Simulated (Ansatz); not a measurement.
Relaxation of AlBFH5Si (9 atoms, charge 0, multiplicity 1), to a largest force component of 0.02 eV/Å in at most 50 steps.

The calculation used UKS B3LYP-D4/STO-3G in Ansatz 0.2.0.

```xyz
9
Properties=species:S:1:pos:R:3
F 1.346 -1.315 -1.296
B 0.476 -0.386 -0.515
Al 0.394 1.637 -0.954
Si -0.498 -1.074 0.953
H 1.292 2.212 -2.167
H -0.480 2.625 -0.058
H -1.968 -0.801 0.719
H -0.328 -2.521 1.050
H -0.146 -0.423 2.250
```

Where does it end, and by what steps?

The forces met the threshold. The force dipped under the threshold on the way, but the program's further checks kept it going. Limits of this set-up: minimal basis. After 19 steps the energy has fallen by 1.090 eV; H5 moved furthest, 1.54 Å.

```json
{"step": "0", "energy less start (eV)": "0.0000", "largest force component (eV/Å)": "4.074", "accepted": "yes"}
{"step": "1", "energy less start (eV)": "-0.8472", "largest force component (eV/Å)": "2.412", "accepted": "yes"}
{"step": "2", "energy less start (eV)": "-0.9579", "largest force component (eV/Å)": "0.829", "accepted": "yes"}
{"step": "3", "energy less start (eV)": "-0.9837", "largest force component (eV/Å)": "0.097", "accepted": "yes"}
{"step": "4", "energy less start (eV)": "-0.9840", "largest force component (eV/Å)": "0.101", "accepted": "yes"}
{"step": "5", "energy less start (eV)": "-0.9843", "largest force component (eV/Å)": "0.022", "accepted": "yes"}
{"step": "6", "energy less start (eV)": "-0.9850", "largest force component (eV/Å)": "0.007", "accepted": "yes"}
{"step": "7", "energy less start (eV)": "-0.9851", "largest force component (eV/Å)": "0.006", "accepted": "yes"}
{"step": "8", "energy less start (eV)": "-0.9861", "largest force component (eV/Å)": "0.298", "accepted": "yes"}
{"step": "9", "energy less start (eV)": "-0.9908", "largest force component (eV/Å)": "0.171", "accepted": "yes"}
{"step": "10", "energy less start (eV)": "-1.0014", "largest force component (eV/Å)": "0.257", "accepted": "yes"}
{"step": "11", "energy less start (eV)": "-1.0094", "largest force component (eV/Å)": "0.508", "accepted": "yes"}
{"step": "12", "energy less start (eV)": "-1.0394", "largest force component (eV/Å)": "0.423", "accepted": "yes"}
{"step": "13", "energy less start (eV)": "-1.0612", "largest force component (eV/Å)": "0.154", "accepted": "yes"}
{"step": "14", "energy less start (eV)": "-1.0719", "largest force component (eV/Å)": "0.322", "accepted": "yes"}
{"step": "15", "energy less start (eV)": "-1.0805", "largest force component (eV/Å)": "0.210", "accepted": "yes"}
{"step": "16", "energy less start (eV)": "-1.0851", "largest force component (eV/Å)": "0.267", "accepted": "yes"}
{"step": "17", "energy less start (eV)": "-1.0888", "largest force component (eV/Å)": "0.185", "accepted": "yes"}
{"step": "18", "energy less start (eV)": "-1.0899", "largest force component (eV/Å)": "0.034", "accepted": "yes"}
{"step": "19", "energy less start (eV)": "-1.0901", "largest force component (eV/Å)": "0.010", "accepted": "yes"}
```

```xyz
9
Properties=species:S:1:pos:R:3
F 1.864 -0.945 -0.599
B 0.769 -0.256 -0.312
Al 0.461 1.653 -0.982
Si -0.613 -1.157 0.837
H -0.212 1.917 -2.304
H 0.815 2.846 -0.134
H -1.948 -0.810 0.399
H -0.540 -2.602 0.876
H -0.508 -0.693 2.204
```

The run took 62 s on 1 thread of Arm Neoverse V1, on a shared host, peak memory 0.16 GiB.
